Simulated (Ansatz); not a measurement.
A made-up structure of CH4NZn (charge +1), singlet:

```json
{"atom": "C1", "x (Å)": "-1.1193", "y (Å)": "0.4297", "z (Å)": "0.0519"}
{"atom": "N2", "x (Å)": "0.1049", "y (Å)": "0.3256", "z (Å)": "0.3776"}
{"atom": "Zn3", "x (Å)": "1.4565", "y (Å)": "-0.8644", "z (Å)": "-0.3868"}
{"atom": "H4", "x (Å)": "-1.7813", "y (Å)": "1.1336", "z (Å)": "0.5532"}
{"atom": "H5", "x (Å)": "1.7684", "y (Å)": "-1.1475", "z (Å)": "1.0841"}
{"atom": "H6", "x (Å)": "0.3854", "y (Å)": "0.9513", "z (Å)": "1.1315"}
{"atom": "H7", "x (Å)": "2.4864", "y (Å)": "-1.7871", "z (Å)": "-0.9859"}
```

It is relaxed with PBE-D4/def2-SVP and then PBE0-D4/def2-TZVP (Ansatz 0.2.0). Atoms count as bonded within 1.22 times the sum of their covalent radii (H–H: 0.88 Å). The end point is not checked to be a true minimum.

(1) Does its bonding change? (A judgement: the text doesn't fix the answer.)

Results:

(1) The calculation gives: Yes. Formed: C1–H7; broken: N2–Zn3.

Where it ends: The first stage lowers the energy by 3.38 eV in 31 steps. It ends as CH₄NZn ([NH][CH][H][ZnH]), total charge +1:
```csv
atom,x (Å),y (Å),z (Å)
C1,-0.4305,0.2934,-0.0670
N2,-0.9618,1.0929,0.6806
Zn3,2.0917,-1.2772,0.2169
H4,-0.7768,-0.0345,-1.0445
H5,3.3522,-2.1385,0.2241
H6,-0.5888,1.3607,1.5862
H7,0.6150,-0.2556,0.2295
```

Labels in which every atom is bracketed show which atoms are joined, not bond orders.

For scale, one of the runs: PBE0-D4/def2-TZVP relaxation, 134 basis functions, launched by `ansatz run in.yaml --threads 2 --pin off --events-out ev --progress --plain --max-ram 4352MiB`. Hardware: 2 CPU threads of an Arm Neoverse V1, shared host. Wall time about 41 s.
